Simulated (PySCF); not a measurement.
C2H7NOSi2, SMILES O[SiH2]C1=NC[SiH2]1.

Geometry optimised at PBE-D3(BJ)/def2-SVP. The structure was generated by enumeration, and PubChem lists no compound with its InChIKey, so it may never have been made. One conformer was computed; it need not be the lowest.

Calculation: PBE-D3(BJ)/def2-SVP in PySCF 2.14.0.

Frequencies are harmonic and unscaled.

```csv
mode,ν (cm⁻¹),IR (km/mol),moving atoms (share of kinetic energy)
1,71,0.9,"O 37 %, H 26 %, Si 23 %, C 9 %"
2,144,5.9,"O 41 %, C 19 %, N 15 %, H 14 %, Si 10 %"
3,162,2.2,"H 36 %, C 30 %, N 30 %"
4,199,2.7,"H 48 %, C 29 %, N 19 %"
5,279,6.4,"Si 48 %, O 28 %, H 12 %"
6,419,21.6,"Si 58 %, C 19 %, N 11 %, H 11 %"
7,451,1.6,H 90 %
8,513,47.0,H 93 %
9,531,21.1,"Si 47 %, C 26 %, N 21 %"
10,559,41.9,"H 87 %, Si 8 %"
11,650,9.2,"H 48 %, C 44 %"
12,669,57.7,"H 55 %, C 34 %, Si 9 %"
13,706,1.0,H 93 %
14,739,118.0,"H 60 %, Si 21 %, C 13 %"
15,776,18.9,"H 60 %, C 28 %"
16,800,37.8,"H 78 %, O 16 %"
17,867,144.5,"O 46 %, Si 30 %, H 22 %"
18,900,83.9,H 88 %
19,935,19.1,"N 49 %, C 34 %, H 16 %"
20,956,106.1,"H 85 %, Si 10 %"
21,1024,3.8,"C 66 %, H 23 %"
22,1052,336.6,"H 79 %, C 9 %"
23,1079,4.5,H 87 %
24,1145,3.8,"H 60 %, C 35 %"
25,1356,2.3,"H 90 %, C 9 %"
26,1518,5.0,"C 51 %, N 46 %"
27,2139,114.0,H 98 %
28,2155,61.7,H 96 %
29,2158,177.7,H 96 %
30,2162,112.8,H 98 %
31,2993,11.5,H 95 %
32,3049,1.9,"H 90 %, C 10 %"
33,3474,191.3,H 94 %
```
